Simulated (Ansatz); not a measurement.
Cost and result for the atomization energy of C2H5FN2Si (`N#CC(N)(F)[SiH3]`) (11 atoms, 10 bonds).

```xyz
11

N     1.4735   -2.3502    0.3324
C     0.7419   -1.4647    0.3725
C    -0.1774   -0.3251    0.3567
N     0.1479    0.5723    1.3834
F    -1.4812   -0.8696    0.4835
Si   -0.1166    0.5530   -1.3601
H     0.1748    0.1538    2.3039
H    -0.4201    1.4069    1.3767
H    -0.6964   -0.3515   -2.3768
H     1.2895    0.8940   -1.6721
H    -0.9360    1.7812   -1.2001
```

The species carries charge 0 and has multiplicity 1. Geometry: relaxed with PBE0-D4/def2-TZVP. It is one conformer, not always the lowest. Program: Ansatz. All runs use 4 threads of an Arm Neoverse V2 on a shared host. Times are those of one run each, without the atoms' runs, and a repeat can differ threefold. Electronic energies, without spin–orbit coupling; frozen cores. CCSD(T)/CBS adds CCSD(T) − MP2 in def2-TZVPP to the MP2 limit, and its time is that of the two runs behind it. T1 = 0.013. B3LYP takes the VWN-RPA correlation (the form of Gaussian; ORCA's B3LYP/G).

CCSD(T)/CBS is a level of theory with its own doubt, some kJ/mol a heavy atom from the limit and from the frozen cores, so smaller differences don't rank the functionals.

```csv
level,functions,wall time,atomization (kcal/mol),difference from CCSD(T)/CBS,per bond
PBE-D4/def2-TZVPP (with forces),267,2.5 s,1030.0,36.2,3.6
PBE0-D4/def2-TZVPP,267,3 s,997.6,3.8,0.4
r2SCAN-D4/def2-TZVPP (with forces),267,4.6 s,993.3,-0.5,-0.1
B3LYP-D4/def2-TZVPP (with forces),267,4.6 s,999.0,5.2,0.5
B2PLYP/def2-TZVPP,267,6 s,987.4,-6.4,-0.6
ωB97X-V/def2-TZVPP,267,7.5 s,1002.3,8.5,0.8
ωB97M-V/def2-TZVPP (with forces),267,11 s,1001.3,7.5,0.7
MP2/def2-QZVPP,505,24 s,1006.2,12.4,1.2
CCSD(T)/def2-TZVPP,267,3.8 min,962.6,-31.2,-3.1
CCSD(T)/CBS(def2),–,4.2 min,993.8,0.0,0.0
```

The D4 term adds +9.2 kcal/mol with B3LYP and +4.8 kcal/mol with PBE0; it sums over pairs of atoms, weighted by their polarisabilities, and B3LYP, whose exchange is more repulsive, gets the larger term. From PBE to PBE0 (25 % exact exchange), in def2-TZVPP and without D4, the atomization energy moves by −31.5 kcal/mol: exact exchange takes away binding that semilocal exchange gives to molecules. In def2-TZVPP, CCSD(T) changes the Hartree–Fock value by +294.8 kcal/mol (the triples alone add +20.7 kcal/mol) and MP2 by +319.9 kcal/mol; breaking electron pairs costs correlation energy, which Hartree–Fock lacks.
